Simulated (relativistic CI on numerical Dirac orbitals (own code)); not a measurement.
**Mo2+ (4d4) in a crystal field**

Calculated by Dirac-Coulomb-Breit CI, KLI orbitals optimised for each configuration, a model potential for QED, valence Slater integrals scaled by 0.7, one configuration in a parametric crystal field (own radial code).

Field parameters in Wybourne normalisation: D3d B²₀ = −7Dσ, B⁴₀ = −14Dq − 21Dτ, B⁴₃ = −14√(10/7) Dq; D4h B²₀ = −7Ds, B⁴₀ = 21(Dq − Dt), B⁴₄ = 21√(5/14) Dq; Oh B⁴₀ = 21Dq, B⁴₄ = √(5/14) B⁴₀; Td as Oh with Dq negative (B⁴₀ = 21Dq, B⁴₄ = √(5/14) B⁴₀). The field is a parameter set, without covalency.

S is read from ⟨S²⟩ = S(S + 1).

Powder χT (cm³ K mol⁻¹) by Van Vleck's formula, with temperature-independent terms:

```csv
Field,2 K,5 K,10 K,20 K,50 K,100 K,200 K,300 K
"D3d, 10Dq = 12100, Dσ = -130, Dτ = 480 cm⁻¹",0.0235,0.0588,0.118,0.235,0.57,0.879,1.04,1.1
"D4h, 10Dq = 7600, Ds = -940, Dt = -740 cm⁻¹",0.222,0.554,1.09,1.86,2.51,2.72,2.81,2.84
"Oh, 10Dq = 8000 cm⁻¹",0.0688,0.172,0.344,0.688,1.56,2.22,2.56,2.66
"Oh, 10Dq = 34800 cm⁻¹",0.0158,0.0394,0.0788,0.158,0.394,0.78,1.32,1.54
"Td, 10Dq = -7550 cm⁻¹",0.0249,0.0622,0.124,0.249,0.619,1.11,1.56,1.81
"Td, 10Dq = -8050 cm⁻¹",0.0205,0.0512,0.102,0.205,0.512,0.976,1.49,1.76
"Td, 10Dq = -9600 cm⁻¹",0.00137,0.00343,0.00685,0.0137,0.0343,0.0685,0.138,0.221
"Td, 10Dq = -9700 cm⁻¹",0.00127,0.00316,0.00633,0.0127,0.0316,0.0633,0.127,0.197
```

(1) For D4h, 10Dq = 7600, Ds = -940, Dt = -740 cm⁻¹: what effective moment follows at 300 K?

Results:

(1) μ_eff = √(8χT) = 4.77 μB. The ground level has S = 1.97; the spin-only moment for S = 2 is 4.90 μB. The difference comes from the orbital moment, spin-orbit mixing of terms and temperature-independent paramagnetism, all larger in this ionic model than in covalent complexes.
